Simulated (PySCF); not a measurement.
**[SbS3]-, singlet: computed properties**

Computed with PySCF, PBE0, basis Sb def2-SVPD with ECP28, S def2-SVPD (scalar-relativistic core potentials, no spin–orbit coupling, density fitting).

The structure is a minimum.

```xyz
4
charge -1 multiplicity 1, angstrom
Sb    0.0000    0.0000    0.0000
S     0.0005    0.0000    2.2720
S     1.9674    0.0000   -1.1364
S    -1.9678    0.0000   -1.1356
```

```json
{
 "Point group": "D3h",
 "Bond lengths": "Sb–S 2.272 Å (×3)",
 "Bond angles": "S–Sb–S 120.0° (×3)",
 "Enthalpy at 298.15 K above 0 K": "17.34 kJ/mol",
 "Principal polarisabilities": "85.1, 155.9, 155.9 bohr³",
 "Rotational symmetry number": "6",
 "Heat capacity Cp at 298.15 K": "74.7 J/(mol K)",
 "Lowest empty level": "1.28 eV",
 "Entropy at 298.15 K and 1 bar": "327.7 J/(mol K)",
 "Zero-point energy": "10.3 kJ/mol",
 "Dipole moment about the centre of mass": "0.00 D",
 "Principal quadrupole moments (Buckingham, traceless) about the centre of mass": "-8.83, -8.83, 17.67 D Å",
 "Highest occupied level": "-2.67 eV",
 "Rotational constants": "0.0681, 0.0681, 0.03405 cm⁻¹"
}
```

Harmonic modes (masses in u: Sb 120.904, S 31.972):
```
symmetry  ω (cm⁻¹)  IR (km/mol, summed over degenerate members)     type
    a2''       123                                         10.0     bend
      e'       141                                         14.6     bend
     a1'       406                                          0.0  stretch
      e'       458                                          220  stretch
```

In D3h the vibrations span a2'' + 2e' + a1'. The a1' mode carries no infrared intensity, as symmetry demands.

Charges (e); Mulliken and Löwdin values are unreliable with diffuse functions:
| atom | Mulliken | Löwdin | polar tensor | Mayer order to Sb1 |
| --- | --- | --- | --- | --- |
| Sb1 | 1.56 | 0.26 | 1.26 | – |
| S2,3,4 | -0.85 | -0.42 | -0.75 | 1.32 |

Mulliken populations on Sb1 (electrons outside its core potential): s 3.05, p 8.04, d 10.34.

Outer orbital energies (eV). occupied: -5.79, -5.79, -4.88, -3.24, -3.24, -3.11, -3.11, -2.67; empty: 1.28, 1.38, 4.13, 4.13.

Counting electrons, antimony keeps none of its valence electrons outside its bonds, so the VSEPR class is AX3 and the expected shape is trigonal planar (D3h), as computed.

This need not be the most stable arrangement of these atoms. The lowest empty level of this anion is unbound, so it and the gap depend on the basis.

The final relaxation and frequency run took of the order of 2.1 core-minutes on a shared host.
